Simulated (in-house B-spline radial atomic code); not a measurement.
Configurations of the rhodium ion Rh²⁺, with energies counted from [Kr] 4d7. All numbers are computed (scalar-relativistic (X2C) TPSS, spin-polarised, spherical fractional occupations; Fermi nucleus of rms radius 4.4945 fm) with an all-electron radial atomic-structure program (B-spline basis), not measured. Shells without spins written out take the highest spin.

Occupations are held fixed; configurations that lie above the ionisation limit could autoionise.

| configuration | E - E(ref) (eV) | highest orbital | its <r> (bohr) |
| --- | --- | --- | --- |
| [Kr] 4d(3 up, 4 down) | 1.5704 | 4d up | 1.445 |
| [Kr] 4d(4 up, 2 down) 5d(1 up, 0 down) | 21.693 | 5d up | 4.508 |
| [Kr] 4d6 5f1 | 25.037 | 5f up | 8.98 |
| [Ar] 3d10 4s2 4p(2 up, 3 down) 4d(3 up, 5 down) | 46.027 | 4d up | 1.437 |
| [Ar] 3d10 4s2 4p(3 up, 2 down) 4d(3 up, 4 down) 5s(1 up, 0 down) | 55.77 | 5s up | 2.567 |
| [Ar] 3d(4 up, 5 down) 4s2 4p6 4d(5 up, 2 down) 5p(1 up, 0 down) | 320.4 | 5p up | 3.001 |
| [Ar] 3d9 4s2 4p6 4d7 5f1 | 333.71 | 5f up | 9.028 |

**Question.** Order these further configurations by energy, lowest first.
A. [Ar] 3d10 4s2 4p5 4d7 5d1
B. [Ar] 3d10 4s2 4p5 4d7 4f1
C. [Ar] 3d10 4s2 4p5 4d7 5f1
D. [Kr] 4d6 5s1
E. [Ar] 3d9 4s2 4p6 4d7 5p1

**Answer.** D (4.7883 eV), A (66.083 eV), B (69.553 eV), C (72.11 eV), E (319.84 eV).

**Question.** How far above the reference does [Ar] 3d10 4s2 4p5 4d7 5p1 lie?

**Answer.** 58.34 eV; its least bound orbital is 5p up with <r> = 3.013 bohr.

**Question.** How far above the reference does [Ar] 3d9 4s2 4p6 4d7 5d1 lie?

**Answer.** 327.56 eV; its least bound orbital is 5d up with <r> = 4.42 bohr.
